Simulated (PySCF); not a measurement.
Rows and methods have been separated. Pair them.

Compound: C7H7N.
Cartesian coordinates in Å at the PBE0-D3(BJ)/def2-SVP level; atoms count from 1:
```
atom  x, y, z in Å
C1    -2.413    1.003    0.055
C2    -1.656   -0.073   -0.187
C3    -0.196   -0.159   -0.065
C4     0.616    0.913    0.334
C5     1.992    0.728    0.421
N6     2.607   -0.422    0.146
C7     1.843   -1.441   -0.232
C8     0.457   -1.365   -0.352
H9    -3.498    0.962   -0.068
H10   -1.991    1.958    0.381
H11   -2.147   -0.997   -0.511
H12    0.187    1.887    0.576
H13    2.633    1.561    0.731
H14    2.359   -2.383   -0.457
H15   -0.116   -2.240   -0.669
```

The closed-shell ground state was solved 4 times with PySCF (density fitting, gas phase), always with PBE0, in these basis sets: STO-3G, cc-pVDZ, def2-TZVP and pcSseg-0.

```
row  total energy (Eh)  HOMO (eV)  LUMO (eV)  dipole (D)
  P          -324.5632      -7.10      -1.58        2.87
  Q          -325.3174      -7.14      -1.42        2.30
  R          -321.2972      -4.80       1.20        2.28
  S          -325.4065      -7.26      -1.63        2.45
```

**Question.** Which basis belongs to which row?

**Answer.** P = pcSseg-0, Q = cc-pVDZ, R = STO-3G, S = def2-TZVP. From the lowest total energy up: def2-TZVP (290 functions) 0 eV; cc-pVDZ (147 functions) +2.43 eV; pcSseg-0 (86 functions) +22.95 eV; STO-3G (47 functions) +111.82 eV.

One conformer stands for the species.
